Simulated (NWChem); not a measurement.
System: germanium monotelluride (GeTe, singlet); SMILES [Ge]=[Te]

Here is an NWChem input.

```
start job
memory heap 200 mb stack 900 mb global 1100 mb
geometry units angstroms noautoz
  Ge     0.000000     0.000000     1.453157
  Te     0.000000     0.000000    -0.892318
end
basis spherical
  * library def2-tzvp
end
ecp
  Te library def2-ecp
end
dft
  xc hfexch
  iterations 150
  mulliken
end
task dft gradient
```

Output (shortened):

```
             Northwest Computational Chemistry Package (NWChem) 7.3.0
             --------------------------------------------------------

 ORDER OF PRIMARY AXIS IS BEING SET TO 4
 C4V symmetry detected

                             Geometry "geometry" -> ""
                             -------------------------

 Output coordinates in angstroms (scale by  1.889725989 to convert to a.u.)

  No.       Tag          Charge          X              Y              Z
 ---- ---------------- ---------- -------------- -------------- --------------
    1 Ge                  32.0000     0.00000000     0.00000000     1.45196071
    2 Te                  52.0000     0.00000000     0.00000000    -0.89351429

 Effective nuclear repulsion energy (a.u.)     375.4254222857

      Symmetry information
      --------------------

 Group name             C4v
 Group number             18
 Group order               8
 No. of unique centers     2

 Summary of "ao basis" -> "ao basis" (spherical)
 ------------------------------------------------------------------------------
       Tag                 Description            Shells   Functions and Types
 ---------------- ------------------------------  ------  ---------------------
 Ge                        def2-tzvp                16       48   6s5p4d1f
 Te                        def2-tzvp                16       50   6s5p3d2f

      Symmetry analysis of basis
      --------------------------

        a1         32
        a2          0
        b1         10
        b2         10
        e          46

            General Information
            -------------------
          SCF calculation type: DFT
          Wavefunction type:  closed shell.
          No. of atoms     :     2
          No. of electrons :    56
           Alpha electrons :    28
            Beta electrons :    28
          Charge           :     0
          Spin multiplicity:     1
          Use of symmetry is: on ; symmetry adaption is: on
          Maximum number of iterations: 150
          AO basis - number of functions:    98
                     number of shells:    32
          Convergence on energy requested:  1.00D-06
          Convergence on density requested:  1.00D-05
          Convergence on gradient requested:  5.00D-04

              XC Information
              --------------
                     Hartree-Fock (Exact) Exchange  1.000

      Superposition of Atomic Density Guess
      -------------------------------------

 Sum of atomic energies:       -2386.57431636

      Non-variational initial energy
      ------------------------------

 Total energy =   -2342.427612
 1-e energy   =   -3707.804667
 2-e energy   =    1192.103782
 HOMO         =      -0.254807
 LUMO         =      -0.047358

      Symmetry analysis of molecular orbitals - initial
      -------------------------------------------------

 !! scf_movecs_sym_adapt:   20 vectors were symmetry contaminated

  Symmetry fudging

 !! scf_movecs_sym_adapt:   14 vectors were symmetry contaminated

  Numbering of irreducible representations:

     1 a1          2 a2          3 b1          4 b2          5 e

  Orbital symmetries:

     1 a1          2 a1          3 a1          4 e           5 e
     6 a1          7 a1          8 a1          9 e          10 e
    11 a1         12 e          13 e          14 a1         15 e
    16 e          17 b2         18 b1         19 a1         20 e
    21 e          22 b1         23 b2         24 a1         25 a1
    26 e          27 e          28 a1         29 e          30 e
    31 a1         32 a1         33 e          34 e          35 a1
    36 b2         37 b1         38 e

     ---------------------------------------------
      Total Density - Mulliken Population Analysis
     ---------------------------------------------

    Atom       Charge   Shell Charges
 -----------   ------   -------------------------------------------------------
    1 Ge  32    31.25   2.00  2.00  1.18  0.78  1.01  0.94  5.98  4.40  1.59  0.63  0.66  8.91  1.09  0.01  0.06  0.01
    2 Te  24    24.75   0.28 -0.84  1.56  1.00  1.09  0.83 -0.51  6.47  1.20  2.58  1.04  9.08  0.91  0.05  0.01  0.00

 !! scf_movecs_sym_adapt:   20 vectors were symmetry contaminated

  Symmetry fudging

 !! scf_movecs_sym_adapt:   20 vectors were symmetry contaminated

   convergence    iter        energy       DeltaE   RMS-Dens  Diis-err
 ---------------- ----- ----------------- --------- --------- ---------
 d= 0,ls=0.0,diis     1  -2342.3604108409 -2.52D+03  8.59D-03  1.66D-01

 !! scf_movecs_sym_adapt:   20 vectors were symmetry contaminated

  Symmetry fudging

 !! scf_movecs_sym_adapt:   20 vectors were symmetry contaminated

 d= 0,ls=0.0,diis     2  -2342.3715871543 -1.12D-02  3.71D-03  2.24D-01

 !! scf_movecs_sym_adapt:   18 vectors were symmetry contaminated

  Symmetry fudging

 !! scf_movecs_sym_adapt:    8 vectors were symmetry contaminated

 d= 0,ls=0.0,diis     3  -2342.4036649048 -3.21D-02  8.03D-04  2.20D-03

 !! scf_movecs_sym_adapt:   16 vectors were symmetry contaminated

  Symmetry fudging

 !! scf_movecs_sym_adapt:    8 vectors were symmetry contaminated

 d= 0,ls=0.0,diis     4  -2342.4042311088 -5.66D-04  3.53D-04  2.84D-04

 !! scf_movecs_sym_adapt:   12 vectors were symmetry contaminated

  Symmetry fudging

 !! scf_movecs_sym_adapt:    6 vectors were symmetry contaminated

 d= 0,ls=0.0,diis     5  -2342.4043208606 -8.98D-05  9.28D-05  4.32D-05

 !! scf_movecs_sym_adapt:   10 vectors were symmetry contaminated

  Symmetry fudging

 !! scf_movecs_sym_adapt:    6 vectors were symmetry contaminated

[...]

                         DFT ENERGY GRADIENTS

    atom               coordinates                        gradient
                 x          y          z           x          y          z
   1 Ge      0.000000   0.000000   2.743808    0.000000   0.000000   0.007903
   2 Te      0.000000   0.000000  -1.688497    0.000000   0.000000  -0.007903
```

Level: Hartree-Fock/def2-TZVP with def2 effective core potentials on Te. Low-valent species are run as closed-shell singlets; no triplet was tried in these runs. The geometry was optimised at PBE0/def2-SVP. def2 effective core potentials on Te; no spin-orbit coupling.
